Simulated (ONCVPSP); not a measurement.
Transferability test, ONCV potential for phosphorus (P)

P, optimised norm-conserving Vanderbilt (ONCV), made with ONCVPSP 4.0.1 (LDA (Perdew-Zunger), scalar-relativistic). Core [Ne], reference 3s2 3p3. Waves: 3s: rc 1.65 bohr, ncon 4, nbas 8, qcut 4.8 1/bohr, 2 projectors, debl 1.8 Ha; 3p: rc 2.05 bohr, ncon 4, nbas 8, qcut 3.7 1/bohr, 2 projectors, debl 0.4 Ha. Local part: polynomial inside 1.25 bohr (lpopt 3, dvloc0 1 Ha). Core correction: Teter function, fcfact 2.5, rcfact 1.1.

Energies are relative to the spin-unpolarised reference configuration 3s2 3p3; without spin polarisation the order of configurations can differ from experiment.

```json
{"valence configuration": "3s2 3p1", "charge": "+2", "ΔE all-electron (eV)": "29.070", "error AE − PS (meV)": "+16"}
{"valence configuration": "3s1 3p3", "charge": "+1", "ΔE all-electron (eV)": "18.893", "error AE − PS (meV)": "+8.6"}
```

(1) What are ΔE and the potential's error for 3s2 3p2?

(2) What are ΔE and the potential's error for 3s2 3p0?

Results:

(1) ΔE = 9.821 eV all-electron; the error (AE − PS) is +1.2 meV.

(2) ΔE = 58.965 eV all-electron; the error (AE − PS) is +80 meV.
